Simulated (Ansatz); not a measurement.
C5H16BNSi can be A, `BN(C(C)C)[SiH](C)C`, or B, `BN(CC)[Si](C)(C)C`.

Computed with Ansatz on PBE0-D4/def2-TZVP structures; ΔE is electronic, products minus reactants. CCSD(T)/CBS is the MP2 limit (def2-TZVPP, def2-QZVPP) plus CCSD(T) − MP2 in def2-TZVPP, frozen cores. DFT in def2-TZVPP. B3LYP here is the variant with VWN-RPA as its local correlation; programs differ in this. Each species was taken in one conformer, which may not be the lowest.

**Question.** Which is lower in electronic energy at CCSD(T)/CBS, and by how much? (Estimate.)

**Answer.** Ansatz gave: B, by 9.0 kcal/mol.

**Question.** Give E(B) − E(A) in kcal/mol with r2SCAN-D4, CCSD(T)/def2-TZVPP, B3LYP, PBE-D4, HF/def2-TZVPP, BLYP-D4, B3LYP-D4. (Estimate.)

**Answer.** Computed: r2SCAN-D4 -9.9, CCSD(T)/def2-TZVPP -8.6, B3LYP -9.4, PBE-D4 -9.7, HF/def2-TZVPP -8.1, BLYP-D4 -9.6, B3LYP-D4 -9.6. None reverses the order clearly.

Largest T1 diagnostic: 0.011.

At CCSD(T), def2-SVP lies +3.0 kcal/mol from the extrapolated value and def2-TZVPP +0.3 kcal/mol. Leaving LDA and LC-ωPBE aside and taking each functional with its dispersion term where it has one, the values, not all of them listed here, spread over 1.1 kcal/mol, from r2SCAN-D4 to ωB97X-V. LDA lies +0.9 kcal/mol from PBE without D4.
